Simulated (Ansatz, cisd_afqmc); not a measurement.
Species: GaF, charge 0, singlet. GaF (SMILES [F][Ga]).
B3LYP-D3(BJ)/def2-TZVP minimum from Ansatz (a program for electronic structure):
```
Ga
F 1 1.8005
```

Total energies in cc-pVTZ, 10 correlated electrons, 15 frozen orbitals. UHF or UKS for unpaired electrons; spin-orbit terms are left out. Correlated methods leave the cores frozen (noble-gas shells, and filled d and f shells in the p block). No relativity. The Monte Carlo rows (phaseless AFQMC, CISD trial, step 0.005/hartree) carry one-sigma bars that omit the constraint's bias. Outlying blocks are dropped, and bars are widened where a walk drifts. Over all cases where full CI ran beside it in this data, AFQMC minus full CI had a median of +0.1 mEh and passed +0.4 mEh in a tenth of the cases.

```csv
method,program,energy (Eh),minus CCSDT(Q) (mEh)
HF,Ansatz,-2022.82051,328.10
MP2,Ansatz,-2023.13227,16.34
CCSD,Ansatz,-2023.13825,10.36
CCSD(T),Ansatz,-2023.14800,0.61
CCSDT(Q),Ansatz,-2023.14861,0.00
AFQMC/CISD,cisd_afqmc,-2023.1478 ± 0.0006,0.8 ± 0.6
```

Rough core times of Ansatz's runs on a shared machine: CCSD(T) under 20 s, CCSDT(Q) 70 s.
